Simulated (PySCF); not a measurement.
A structure optimised at B3LYP-D3(BJ)/def2-TZVP, used in a PySCF frequency run:

```
Ge
H 1 1.5435
H 1 1.5435 2 106.30
H 1 1.5435 2 106.30 3 112.96
Be 1 2.1907 2 112.49 4 123.52
I 5 2.1707 2 152.85 1 -180.00
```
Charge 0, spin multiplicity 1.

Problem. Write its SMILES, formula and point group.

Solution. [GeH3][Be][I], BeGeH3I, C3v

Problem. What are its rotational constants (standard atomic weights)?

Solution. 82.163, 0.55058, 0.55058 GHz
